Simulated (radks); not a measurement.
The numbers below are computed, except where a source is named.
Q: All-electron atom: the vanadium ion V4+ in [Ne] 3s2 3p5 3d1 4p1 (not the ground configuration). Level of theory: scalar-relativistic Kohn-Sham, Wu-Cohen GGA, spin-polarised, spherical densities, finite nucleus; open shells are filled with parallel spins first; Fermi nuclear charge, rms radius 3.6002 fm (a radial shooting solver on a logarithmic mesh with Libxc functionals). Some entries of the table are withheld. Estimate them.

orbital,occ.,eigenvalue (hartree),r(max) (bohr),<r^2> (bohr^2)
1s up,1,-199.6813,0.04351,0.005942
1s down,1,-199.6616,0.04351,0.005941
2s up,1,-24.74046,0.2556,0.1124
2s down,1,-24.70257,0.2556,0.1121
2p up,3,-21.10345,0.2079,0.09249
2p down,3,-21.06423,0.2079,0.09228
3s up,1,-4.94003,0.8030,0.9425
3s down,1,-4.81750,0.8039,0.9468
3p up,3,-3.94475,0.8177,1.038
3p down,2,-3.82428,0.8190,1.044
3d up,1,-2.41047,0.7874,1.247
3d down,0,-2.29575,0.7890,1.259
4s up,0,-1.60835,2.064,5.498
4s down,0,-1.50735,2.064,5.476
4p up,1,-1.34116,2.258,6.607
4d up,0,-0.95227,2.683,(1)
4f up,0,-0.67630,2.880,12.35
5p up,0,-0.66660,4.587,23.45

A: 
(1) 4d up <r^2> (bohr^2): 9.482
